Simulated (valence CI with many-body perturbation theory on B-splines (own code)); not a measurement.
## Eu⁴⁹⁺: electric-dipole lines

Calculated by valence CI with perturbative core correlation (CI+MBPT): four valence electrons over a frozen Dirac-Fock core [Ne], radial functions for each j: 11 s, 11 p, 10 d, 8 f, 5 g, 2 h, with the one-electron correlation potential Σ1 (screened to all orders), the two-electron term Σ2, the three-electron term Σ3, Breit, model QED; selected single and double excitations, second order for the rest, scaled by the run's own slope (own B-spline code, finite nucleus).

No measured spectrum was set against this ion. As an estimate, large intervals hold to a few tenths of a per cent, small ones and those within an open d or f shell to about a per cent. Among the levels kept, up to 590 cm⁻¹ of a level comes from second order outside the variational space, and about a tenth of that is noise between levels of different J, which matters for small intervals.

Lines 201 to 250 of 575 in falling wavelength, among levels below 8289.3 × 10³ cm⁻¹, chosen from the strongest by gf and those to the six lowest levels. Wavelengths and rates use the calculated energies. Electric multipoles are in the length gauge, E1 and E2 with the static RPA response of the core. Weak lines are less certain than strong ones. Lines between different terms over intervals too small for the method are left out, as are lines whose strength nearly cancels. The highest levels of a list are the least certain.

Levels are named by their leading jj configuration (3d3/2^4 stands for four electrons in 3d with j = 3/2), which in mixed levels can hold well under half, so a name can repeat and another be missing. Letters in brackets count levels of one name in rising energy.

```
λ vac (nm)                           Upper                           Lower   A (s⁻¹)  log gf  Branch %
     4.968  (3s 3p1/2 3d3/2 3d5/2) J=3 [d]  (3s 3p1/2 3p3/2 3d3/2) J=3 [b]  2.85e+10   -1.13       3.3
     4.965  (3s 3p1/2 3d3/2 3d5/2) J=3 [b]  (3s 3p1/2 3p3/2 3d3/2) J=3 [a]  4.57e+10   -0.93      15.8
     4.954          (3s^2 3p3/2 3d5/2) J=1              (3s^2 3p3/2^2) J=2  6.29e+10   -1.16      24.6
     4.934      (3s 3p1/2 3d5/2^2) J=2 [b]  (3s 3p1/2 3p3/2 3d5/2) J=3 [a]  5.53e+10   -1.00      12.4
     4.919      (3s 3p1/2 3d5/2^2) J=4 [a]  (3s 3p1/2 3p3/2 3d5/2) J=4 [a]  7.14e+10   -0.63      16.9
     4.893  (3s 3p1/2 3d3/2 3d5/2) J=4 [c]      (3s 3p1/2 3p3/2 3d3/2) J=4  2.30e+10   -1.13       3.0
     4.892      (3s 3p1/2 3d5/2^2) J=4 [b]      (3s 3p1/2 3p3/2 3d5/2) J=5  2.83e+10   -1.04       9.2
     4.887  (3s 3p1/2 3p3/2 3d5/2) J=3 [c]      (3s 3p1/2 3p3/2^2) J=2 [a]  1.50e+11   -0.43      25.9
     4.884  (3s 3p1/2 3d3/2 3d5/2) J=2 [b]  (3s 3p1/2 3p3/2 3d3/2) J=3 [a]  4.93e+10   -1.05      16.1
     4.864      (3s 3p3/2^2 3d5/2) J=1 [b]                (3s 3p3/2^3) J=2  7.91e+10   -1.07       5.7
     4.840  (3s 3p1/2 3p3/2 3d5/2) J=3 [d]          (3s 3p1/2 3p3/2^2) J=3  5.49e+10   -0.87       8.0
     4.828      (3s 3p1/2 3d5/2^2) J=3 [b]  (3s 3p1/2 3p3/2 3d5/2) J=2 [a]  3.84e+10   -1.03       8.3
     4.760          (3s 3p3/2^2 3d3/2) J=0          (3s^2 3p3/2 3d5/2) J=1  2.28e+11   -1.11      15.1
     4.703      (3s 3p3/2^2 3d5/2) J=4 [a]          (3s^2 3p3/2 3d5/2) J=3  1.70e+11   -0.30      37.2
     4.649   (3p1/2 3p3/2^2 3d5/2) J=3 [a]  (3s 3p1/2 3p3/2 3d5/2) J=2 [d]  9.85e+10   -0.65      10.7
     4.544   (3p1/2 3p3/2^2 3d5/2) J=3 [a]  (3s 3p1/2 3p3/2 3d5/2) J=2 [c]  7.26e+10   -0.80       7.9
     4.466   (3p1/2 3p3/2^2 3d5/2) J=4 [b]  (3s 3p1/2 3p3/2 3d5/2) J=3 [d]  1.53e+11   -0.38      18.8
     4.459      (3s 3p1/2 3p3/2^2) J=2 [a]          (3s^2 3p1/2 3p3/2) J=2  9.20e+09   -1.86       3.9
     4.445  (3s 3p1/2 3p3/2 3d5/2) J=2 [a]          (3s^2 3p1/2 3d5/2) J=2  1.04e+11   -0.81      45.3
     4.431          (3s 3p3/2^2 3d5/2) J=0          (3s^2 3p3/2 3d5/2) J=1  4.04e+11   -0.92      41.2
     4.416      (3s 3p3/2^2 3d3/2) J=1 [a]          (3s^2 3p3/2 3d3/2) J=0  1.58e+11   -0.86      14.3
     4.415      (3s 3p3/2^2 3d3/2) J=2 [a]          (3s^2 3p3/2 3d3/2) J=1  1.62e+11   -0.63      13.8
     4.409      (3s 3p3/2^2 3d3/2) J=3 [a]          (3s^2 3p3/2 3d3/2) J=2  1.54e+11   -0.50      17.5
     4.402      (3s 3p3/2^2 3d3/2) J=2 [a]          (3s^2 3p3/2 3d3/2) J=2  6.52e+10   -1.02       5.6
     4.397      (3s 3p3/2^2 3d3/2) J=1 [a]          (3s^2 3p3/2 3d3/2) J=1  1.28e+11   -0.95      11.6
     4.376          (3s 3p3/2^2 3d5/2) J=5          (3s^2 3p3/2 3d5/2) J=4  1.59e+11   -0.30     100.0
     4.340   (3p1/2 3p3/2^2 3d5/2) J=4 [a]  (3s 3p1/2 3p3/2 3d5/2) J=3 [c]  3.43e+11   -0.06      47.2
     4.338   (3p1/2 3p3/2^2 3d5/2) J=1 [a]  (3s 3p1/2 3p3/2 3d5/2) J=2 [c]  1.86e+11   -0.80      20.3
     4.338      (3s 3p1/2 3p3/2^2) J=2 [a]          (3s^2 3p1/2 3p3/2) J=1  2.24e+11   -0.50      95.7
     4.329   (3p1/2 3p3/2^2 3d3/2) J=2 [c]  (3s 3p1/2 3p3/2 3d5/2) J=1 [a]  6.85e+10   -1.02       6.0
     4.326   (3p1/2 3p3/2^2 3d3/2) J=3 [b]  (3s 3p1/2 3p3/2 3d5/2) J=2 [b]  4.42e+10   -1.06       3.1
     4.295       (3p1/2 3p3/2^2 3d5/2) J=5  (3s 3p1/2 3p3/2 3d5/2) J=4 [c]  2.98e+11   -0.04      64.5
     4.288   (3p1/2 3p3/2^2 3d5/2) J=3 [a]  (3s 3p1/2 3p3/2 3d5/2) J=3 [c]  1.08e+11   -0.68      11.7
     4.285   (3p1/2 3p3/2^2 3d3/2) J=1 [a]  (3s 3p1/2 3p3/2 3d3/2) J=1 [c]  1.79e+11   -0.83      18.8
     4.261          (3s 3p1/2 3p3/2^2) J=3          (3s^2 3p1/2 3p3/2) J=2  1.22e+11   -0.63      93.5
     4.256   (3p1/2 3p3/2^2 3d5/2) J=4 [b]  (3s 3p1/2 3p3/2 3d5/2) J=4 [c]  1.04e+11   -0.60      12.7
     4.246   (3p1/2 3p3/2^2 3d3/2) J=1 [b]  (3s 3p1/2 3p3/2 3d3/2) J=0 [b]  1.03e+11   -1.08       7.4
     4.245          (3s 3p3/2^2 3d3/2) J=4          (3s^2 3p3/2 3d3/2) J=3  4.22e+11    0.01      45.1
     4.244      (3s 3p3/2^2 3d5/2) J=4 [a]          (3s^2 3p3/2 3d5/2) J=4  2.45e+11   -0.22      53.8
     4.236   (3p1/2 3p3/2^2 3d3/2) J=3 [a]  (3s 3p1/2 3p3/2 3d3/2) J=3 [c]  8.57e+10   -0.79       9.2
     4.229   (3p1/2 3p3/2^2 3d5/2) J=3 [b]  (3s 3p1/2 3p3/2 3d5/2) J=2 [d]  6.95e+10   -0.88       8.5
     4.224  (3s 3p1/2 3p3/2 3d3/2) J=2 [a]          (3s 3p1/2^2 3p3/2) J=1  1.33e+11   -0.75      62.6
     4.218       (3p1/2 3p3/2^2 3d5/2) J=0  (3s 3p1/2 3p3/2 3d5/2) J=1 [b]  4.30e+11   -0.94      44.5
     4.203       (3p1/2 3p3/2^2 3d3/2) J=0  (3s 3p1/2 3p3/2 3d3/2) J=1 [c]  5.92e+11   -0.80      51.3
     4.202   (3p1/2 3p3/2^2 3d5/2) J=2 [b]              (3s^2 3d3/2^2) J=2  6.10e+10   -1.09       6.2
     4.202   (3p1/2 3p3/2^2 3d3/2) J=3 [b]  (3s 3p1/2 3p3/2 3d3/2) J=2 [e]  4.57e+11   -0.07      32.3
     4.201   (3p1/2 3p3/2^2 3d5/2) J=2 [a]  (3s 3p1/2 3p3/2 3d5/2) J=1 [c]  2.27e+11   -0.52      31.5
     4.194  (3s 3p1/2 3p3/2 3d5/2) J=3 [b]          (3s^2 3p1/2 3d5/2) J=3  8.56e+10   -0.80      23.7
     4.193   (3p1/2 3p3/2^2 3d5/2) J=4 [a]  (3s 3p1/2 3p3/2 3d5/2) J=4 [b]  4.69e+10   -0.95       6.5
     4.189      (3s 3p3/2^2 3d3/2) J=3 [b]          (3s^2 3p3/2 3d5/2) J=2  5.19e+10   -1.02       3.5
```
